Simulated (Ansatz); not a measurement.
`BC(C)C` + `O=[C](O)[GeH3]` → `BO[C](=O)[GeH3]` + `CCC` at 400 K and 1 bar (ligand exchange at a B–C bond).

Isolated molecules relaxed with PBE0-D4/def2-TZVP in Ansatz; ΔE leaves out vibrations. CCSD(T)/CBS is the MP2 limit (def2-TZVPP, def2-QZVPP) plus CCSD(T) − MP2 in def2-TZVPP, frozen cores. For Ge outer-core shells are correlated without core-valence functions, which leaves a few kJ/mol of doubt a bond. Scalar relativity is left out up to krypton. Each species was taken in one conformer, which may not be the lowest.

```csv
species,CCSD(T)/CBS energy (Eh),H − E (kJ/mol),S (J/(mol·K))
`BC(C)C`,-144.34943,326.0,339.5
`O=[C](O)[GeH3]`,-2266.90720,150.8,358.6
`BO[C](=O)[GeH3]`,-2292.31995,186.4,392.1
`CCC`,-118.98051,294.1,291.8
```

H − E and S are ideal-gas, rigid-rotor, harmonic terms from PBE0-D4/def2-TZVP, for one conformer and one mirror image of each species. 1 Eh = 2625.50 kJ/mol, R = 8.31446 J/(mol·K).

**Question.** By hand: ΔE, ΔH, ΔS and ΔG.

**Answer.** ΔE = (-2292.31995) + (-118.98051) − (-144.34943) − (-2266.90720) = -0.04383 Eh = -115.1 kJ/mol. Δ(H − E) = 186.4 + 294.1 − 326.0 − 150.8 = 3.7, so ΔH = -111.4 kJ/mol. ΔS = 392.1 + 291.8 − 339.5 − 358.6 = -14.2 J/(mol·K). ΔG = -111.4 − 400 × (-14.2)/1000 = -105.7 kJ/mol.

**Question.** By hand: the equilibrium constant, and the temperature at which ΔG would vanish if ΔH and ΔS stayed fixed.

**Answer.** log₁₀ K = −ΔG/(RT ln 10) = 13.8. ΔG = 0 at ΔH/ΔS = 7845 K, far beyond where these terms or the molecules hold.

The number of gas molecules stays the same, so ΔS is small and ΔH decides. A doubt of 5 kJ/mol in ΔE shifts log₁₀ K by 0.7 here. Other conformers and mirror images would add mixing entropy, several J/(mol·K) or more a flexible species. Modes under 60 cm⁻¹, often nearly free rotors, make the harmonic entropy too high. These are equilibria of isolated gas molecules and say nothing of rates. Largest T1 diagnostic: 0.015 (customary marks: 0.02 for closed shells, 0.045 for open ones).
